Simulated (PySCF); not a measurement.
Computed shifts of a molecule C₂H₈FNSi, B3LYP/pcSseg-1 (PySCF), GIAO, gas phase, atoms alike by connectivity averaged where their shifts nearly agree, in ppm (number of nuclei): ¹³C: 42.0 (1), 19.1 (1). ¹⁵N: 48.1 (1). ²⁹Si: 7.4 (1). ¹⁹F: -232.7 (1). ¹H: 5.08 (1), 4.88 (1), 3.16 (1), 1.61 (1), 1.36 (3), 0.74 (1). References: ¹³C against TMS (σ = 181.3 ppm); ¹⁵N against NH3 (σ = 265.5 ppm); ²⁹Si against TMS (σ = 338.7 ppm); ¹⁹F against CFCl3 (σ = 161.7 ppm); ¹H against TMS (σ = 31.68 ppm), references at their B3LYP-D3(BJ)/def2-TZVP geometries, non-relativistic. Geometry optimised at TPSSh-D3(BJ)/def2-SVP. One conformer was computed; it need not be the lowest.

Task: Which structure fits?
A. NC[SiH2]CF
B. CN[Si@H](C)F
C. C[C@@H](N)[SiH2]F
D. C[Si@H](F)CN

Result: C, C[C@@H](N)[SiH2]F
